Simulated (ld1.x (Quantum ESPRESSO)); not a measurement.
**Configuration tests for platinum (Pt) (TM)**

ld1.x (Quantum ESPRESSO) 7.5 input, shortened:

```
&input
   title='Pt', zed=78., rel=1, dft='PZ', iswitch=3,
   config='[Xe] 4f14 5d9 6s0 6p0'
 /
 &inputp
   pseudotype=2, tm=.true., lloc=0,
   nlcc=.true.
 /
3
5P  2  1   6.00   0.00  1.50  1.50  0.0
5D  3  2   9.00   0.00  1.55  1.55  0.0
5S  1  0   2.00   0.00  1.60  1.60  0.0
 &test
   configts(1)='5s2 5p6 5d9 6s0 6p0'
 /
```

Energies are relative to the spin-unpolarised reference configuration 5s2 5p6 5d9 6s0 6p0; without spin polarisation the order of configurations can differ from experiment. Spin-polarised rows fill each open shell by Hund’s rule, majority spin first. The frozen-core shift is the all-electron ΔE with the core orbitals held at their reference shape minus the fully relaxed ΔE.

| valence configuration | charge | ΔE all-electron (eV) | error AE − PS (meV) | frozen-core shift (meV) |
| --- | --- | --- | --- | --- |
| 5s2 5p6 5d9 6s1 6p0 | 0 | -9.545 | +3293 | -3.5 |
| 5s2 5p6 5d7 6s0 6p0 | +3 | 52.771 | -13 | +10 |
| 5s2 5p6 5d10 6s0 6p0 | 0 | -9.491 | -0.1 | +1.9 |
| 5s2 5p5 5d9 6s1 6p0 | +1 | 52.894 | +4524 | +81 |
| 5s2 5p6 5d9.5 6s0.5 6p0 | 0 | -9.631 | +1588 | -0.8 |
| 5s2 5p6 5d9 6s0 6p0 (spin-polarised) | +1 | -0.129 | +1.9 | +0.5 |
| 5s2 5p6 5d9 6s1 6p0 (spin-polarised) | 0 | -9.924 | +3315 | -3.2 |

Question: What are ΔE and the potential's error for 5s1 5p6 5d9 6s1 6p0?

Answer: ΔE = 99.368 eV all-electron; the error (AE − PS) is +4526 meV.

Question: What are ΔE and the potential's error for 5s2 5p6 5d8 6s0 6p0?

Answer: ΔE = 20.259 eV all-electron; the error (AE − PS) is -3.1 meV.

Levels in the configuration 5s2 5p6 5d8 6s0 6p0:

```tsv
level	all-electron (eV)	pseudo (eV)
5s	-123.202	-123.196
5p	-77.156	-77.157
5d	-26.173	-26.174
```

These tests converged, but a pseudo level misses the all-electron one widely, so the file describes the atom poorly there or has found another state: 5s2 5p6 5d9 6s1 6p0: 6s by 2.7 eV (a node warning on the way); 5s2 5p6 5d8 6s0 6p0: empty 6s by 5.0 eV; 5s2 5p6 5d7 6s0 6p0: empty 6s by 6.3 eV; 5s1 5p6 5d9 6s1 6p0: 6s by 4.1 eV; 5s2 5p5 5d9 6s1 6p0: 6s by 3.8 eV; 5s2 5p6 5d9.5 6s0.5 6p0: 6s by 2.9 eV. A variational frozen-core shift is positive and of second order in the change. This column holds negative values, so the frozen-core run of ld1.x carries numerical noise or an error of first order here, and the column gives no more than the rough size of the effect.
